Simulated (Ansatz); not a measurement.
A nudged elastic band was laid between two geometries of CH$_{6}$BF$_{2}$N (11 atoms, charge 0, multiplicity 1).

The calculation used Ansatz, RKS B3LYP-D4/def2-SVP.

```
movable images  : 5
climbing image  : yes
spring          : 5.0 eV/Å²
optimiser       : quadratic models (default)
start path      : through a guess of the saddle point
force threshold : 0.05 eV/Å
iteration limit : 60
end points      : relaxed
```

Image 0:

```xyz
11
Properties=species:S:1:pos:R:3
B 0.116 -0.251 0.062
F 0.463 0.699 1.004
H 1.011 -0.574 -0.711
F -1.112 -0.015 -0.523
N -0.175 -1.625 0.987
H -0.462 -2.368 0.345
C 0.965 -2.045 1.823
H 1.821 -2.251 1.166
H 1.230 -1.209 2.481
H 0.731 -2.938 2.420
H -0.995 -1.406 1.562
```

Image 6:

```xyz
11
Properties=species:S:1:pos:R:3
B 0.173 -0.675 -0.328
F -0.690 0.279 2.432
H 1.139 0.040 -0.349
F -0.799 -0.515 -1.228
N 0.028 -1.679 0.652
H -0.750 -2.329 0.556
C 1.071 -2.097 1.584
H 1.520 -3.060 1.289
H 1.865 -1.338 1.598
H 0.680 -2.192 2.609
H -0.647 -0.417 1.802
```

(1) What changes between the two ends?

(2) Give the energies along the band, and the barrier.

(3) What is the geometry of the highest image?

Results:

(1) Bonds broken: B1–F2, N5–H11. Bonds formed: F2–H11. CH6BF2N becomes CH5BFN + FH.

(2) It converged. The highest image is number 4 of 0 to 6, 35.9 kcal/mol above the first end and 10.3 kcal/mol above the last; the last end lies 25.6 kcal/mol above the first. Neighbouring images differ by up to 1.4 eV, so the band resolves the path poorly. A vibrational analysis at the climbing image gives one clearly imaginary mode, 732i cm⁻¹: a first-order saddle point. The orbitals stay closed-shell, which can raise the energy where a bond breaks towards radicals; this wasn't checked here.

| image | path coordinate (Å) | energy (kcal/mol) | B1–F2 (Å) | N5–H11 (Å) | F2–H11 (Å) |
| --- | --- | --- | --- | --- | --- |
| 0 | 0.00 | 0.0 | 1.38 | 1.03 | 2.62 |
| 1 | 0.73 | 0.4 | 1.38 | 1.02 | 2.44 |
| 2 | 1.47 | 0.9 | 1.38 | 1.02 | 2.31 |
| 3 | 2.20 | 4.6 | 1.42 | 1.03 | 1.88 |
| 4 | 2.93 | 35.9 | 1.83 | 1.40 | 1.08 |
| 5 | 3.83 | 26.3 | 2.71 | 1.84 | 0.94 |
| 6 | 4.72 | 25.6 | 3.04 | 1.84 | 0.94 |

(3) 
```xyz
11
Properties=species:S:1:pos:R:3:forces:R:3
B 0.103 -0.487 0.000 0.02 0.03 0.01
F -0.677 0.609 1.245 0.01 -0.01 -0.01
H 1.199 -0.017 -0.158 0.00 -0.01 0.00
F -0.776 -0.500 -1.012 -0.02 -0.01 -0.01
N -0.082 -1.577 1.031 0.00 -0.03 -0.02
H -0.807 -2.244 0.764 0.00 0.00 0.01
C 1.075 -2.218 1.657 0.00 0.01 0.00
H 1.586 -2.920 0.976 0.00 0.00 0.00
H 1.801 -1.448 1.954 0.00 0.00 0.00
H 0.776 -2.768 2.562 0.00 -0.01 0.00
H -0.606 -0.413 1.596 -0.02 0.02 0.01
```

Time of the run: 5.5 min on 2 threads of Intel(R) Xeon(R) Platinum 8259CL CPU @ 2.50GHz (Skylake/Cascade Lake), with other jobs on the host, peak memory 0.24 GiB.
